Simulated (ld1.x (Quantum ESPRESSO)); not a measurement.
Pseudopotential generation for palladium (Pd): ultrasoft, PBEsol, scalar-relativistic.

The input file (ld1.x (Quantum ESPRESSO) 7.5):

```
&input
   title='Pd', zed=46., rel=1, dft='PBESOL', iswitch=3,
   config='[Kr] 4d9 5s0 5p0',
   nld=3, rlderiv=1.90, eminld=-9.0, emaxld=5.0, deld=0.04
 /
 &inputp
   pseudotype=3, tm=.true., lloc=-1, rcloc=0.30,
   nlcc=.false.,
   file_pseudopw='Pd.UPF', file_wfcaegen='ae.wfc', file_wfcncgen='nc.wfc', file_beta='beta', file_chi='chi', file_wfcusgen='us.wfc'
 /
6
4S  1  0   2.00   0.00  1.25  1.45  0.0
5S  2  0   0.00   0.00  1.25  1.45  0.0
4P  2  1   6.00   0.00  0.30  0.35  0.0
5P  3  1   0.00   0.00  0.30  0.35  0.0
4D  3  2   9.00   0.00  1.55  1.75  0.0
4D  3  2   0.00   0.65  1.55  1.75  0.0
 &test
   configts(1)='4s2 4p6 4d9 5s0 5p0'
 /
```

Command:

```bash
ld1.x < Pd.in > Pd.out
```

The program printed (shortened: banner, matrices, multipoles, cross overlaps and the repeated all-electron block are left out):

```
[... start of the log left out ...]
     s(2S/2S) =  1.000000  <r> =   0.1384  <r2> =    0.0226  r(max) =   0.1175
     s(2P/2P) =  1.000000  <r> =   0.1207  <r2> =    0.0178  r(max) =   0.0938
     s(3S/3S) =  1.000000  <r> =   0.3796  <r2> =    0.1648  r(max) =   0.3401
     s(3P/3P) =  1.000000  <r> =   0.3789  <r2> =    0.1668  r(max) =   0.3358
     s(4S/4S) =  1.000000  <r> =   0.9453  <r2> =    1.0134  r(max) =   0.8469
     s(4P/4P) =  1.000000  <r> =   1.0404  <r2> =    1.2424  r(max) =   0.9129
     s(3D/3D) =  1.000000  <r> =   0.3578  <r2> =    0.1528  r(max) =   0.2819
     s(4D/4D) =  1.000000  <r> =   1.4604  <r2> =    2.6120  r(max) =   1.0875
     s(5S/5S) =  1.000000  <r> =   2.8766  <r2> =    9.4306  r(max) =   2.4202
     s(5P/5P) =  1.000000  <r> =   3.7782  <r2> =   16.4038  r(max) =   3.1076

     ------------------------ End of All-electron run ------------------------

     --------------------- Generating US pseudopotential ---------------------

      Generating local potential from pseudized AE potential:
      Matching radius rcloc =   0.3000

      Local pseudo, rcloc= 0.300 Estimated cut-off energy=   262.16 Ry

      Wfc   4S  rcut= 1.248  Using Troullier-Martins method
      Wfc-us  4S rcutus= 1.450  Estimated cut-off energy=    25.81 Ry

      Wfc   5S  rcut= 1.248  Using Troullier-Martins method
      Wfc-us  5S rcutus= 1.450  Estimated cut-off energy=    51.33 Ry

      Wfc   4P  rcut= 0.300  Using Troullier-Martins method
      Wfc-us  4P rcutus= 0.349  Estimated cut-off energy=   693.24 Ry
      l=   1 integral=    0.000040473 r(ikk)     0.395090117

 %%%%%%%%%%%%%%%%%%%%%%%%%%%%%%%%%%%%%%%%%%%%%%%%%%%%%%%%%%%%%%%%%%%%%%%%%%%%%%
     Error in routine compute_chi (1):
     chi too large beyond r_c
 %%%%%%%%%%%%%%%%%%%%%%%%%%%%%%%%%%%%%%%%%%%%%%%%%%%%%%%%%%%%%%%%%%%%%%%%%%%%%%

     stopping ...
```

The run stopped because the function χ = (ε − T − V_loc)φ does not vanish beyond the cutoff radius.

The run took about 0.13 s on one core of a shared server CPU.
